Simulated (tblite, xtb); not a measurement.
C₄H₉O, doublet, geometry from GFN2-xTB. Base run: GFN1-xTB run with xtb.

xtb was given this input:
```
$ xtb mol.xyz --gfn 1 --uhf 1 --json

# file mol.xyz
14

C      2.39287864    -0.22825278    -0.04182520
C      0.94472545    -0.38108691    -0.48518080
C      0.02179908     0.62178197     0.24243653
C     -1.39310057     0.50801669    -0.17086519
O     -2.15903748    -0.41259035     0.50925971
H      3.02825774    -0.94199644    -0.56186957
H      2.75476879     0.77485085    -0.25788138
H      2.48460822    -0.40246123     1.02792542
H      0.59718513    -1.39334774    -0.27242075
H      0.86967313    -0.21746926    -1.56246987
H      0.08492459     0.43710470     1.31592344
H      0.38065397     1.63339610     0.03535177
H     -1.69534850     0.76633321    -1.17424414
H     -3.03023866    -0.47844112     0.10821545
```

Programs used: tblite, xtb; a row that names a program was run with it.

Each row names what was changed in the base input (with any setting that the change needs).

| change | ΔE vs base (kJ/mol) | dipole (D) | G_solv (kcal/mol) | SCF cycles |
|---|---|---|---|---|
| base | 0.00 | 1.95 | - | 9 |
| program = tblite; method = gfn1; option = (--guess, eeq) | 0.00 | - | - | - |
| alpb = toluene | -23.09 | 2.03 | -5.62 | 9 |
| program = tblite; method = gfn1; option = --spin-polarized | -21.94 | - | - | - |
| gbsa = water | -19.42 | 2.15 | -5.25 | 9 |
| alpb = acetone | -40.2 | 2.13 | -10.31 | 9 |
| etemp = 3000 | -0.02 | 1.94 | - | 9 |
| gbsa = chcl3 | -27.2 | 2.09 | -6.76 | 9 |
| acc = 0.0001 | 0.00 | 1.95 | - | 15 |
| file = coord | 0.00 | 1.95 | - | 9 |
| program = tblite; method = gfn1 | 0.00 | - | - | - |

ALPB and GBSA are two models with their own fitted parameters for each solvent, which aren't always the measured dielectric constant.
